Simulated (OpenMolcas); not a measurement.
# Te IV: effect of the basis set

| Quantity | Value |
| --- | --- |
| Program | OpenMolcas 26.06 |
| Method | RASSCF |
| Active space | 3 electrons in 9 orbitals (RAS2 5s 5p; RAS3 5d, at most 2 electrons) |
| State averaging | 2S+1 = 4 odd, 1 root; 2S+1 = 2 odd, 11 roots; 2S+1 = 4 even, 3 roots; 2S+1 = 2 even, 9 roots |
| Spin-orbit coupling | RASSI with atomic mean-field integrals over the reference wave functions, term energies averaged over their components |

A. ANO-RCC-VTZP [7s6p4d2f1g], DKH2, point nucleus; cost about 14 core-seconds
B. ANO-R2 [7s6p4d2f1g], X2C, finite nucleus; cost about 27 core-seconds
C. ANO-RCC-VQZP [8s7p5d3f2g], DKH2, point nucleus; cost roughly 30 core-seconds
D. ANO-RCC [10s9p8d5f3g], DKH2, point nucleus; cost roughly 60 core-seconds

Energies in cm⁻¹ above 5s² 5p ²P°_1/2, the measured ground level; measured values from Moore, Atomic Energy Levels, vol. III, NSRDS-NBS 35 (1971 reprint of NBS Circular 467, 1958).

```json
{"Level": "5s² 5p ²P°_1/2", "A": "0.0", "B": "0.0", "C": "0.0", "D": "0.0", "Measured": "0.0"}
{"Level": "5s² 5p ²P°_3/2", "A": "8210", "B": "7966", "C": "7811", "D": "8003", "Measured": "9223"}
{"Level": "5s 5p² ⁴P_1/2", "A": "62912", "B": "63039", "C": "62508", "D": "62328", "Measured": ""}
{"Level": "5s 5p² ⁴P_3/2", "A": "66503", "B": "66495", "C": "65876", "D": "65800", "Measured": ""}
{"Level": "5s 5p² ⁴P_5/2", "A": "70762", "B": "70639", "C": "69947", "D": "69969", "Measured": ""}
{"Level": "5s 5p² ²D_3/2", "A": "89169", "B": "89570", "C": "89012", "D": "89002", "Measured": ""}
{"Level": "5s 5p² ²D_5/2", "A": "90394", "B": "90730", "C": "90135", "D": "90181", "Measured": ""}
{"Level": "5s 5p² ²S_1/2 [69 %]", "A": "111935", "B": "112497", "C": "112207", "D": "112106", "Measured": ""}
```

Among A to D the level of the table that moves most is 5s 5p² ⁴P_5/2, by 810 cm-1 (lowest in C, highest in A).

Active for correlation alone: 5d; no level in the range computed is led by a configuration that fills it, so any true level of that kind is missing. Some terms mix strongly with configurations of 5d, whose occupation reaches 0.17 (5s 5p² ²D) (figures for A; the like holds for B, C, D). Only configurations of the active space appear. Levels that lie high or do not pair safely by name in every column are left out.

A share in square brackets marks a mixed level and gives the weight of the term that names it, the lowest over the columns. ° marks odd parity.
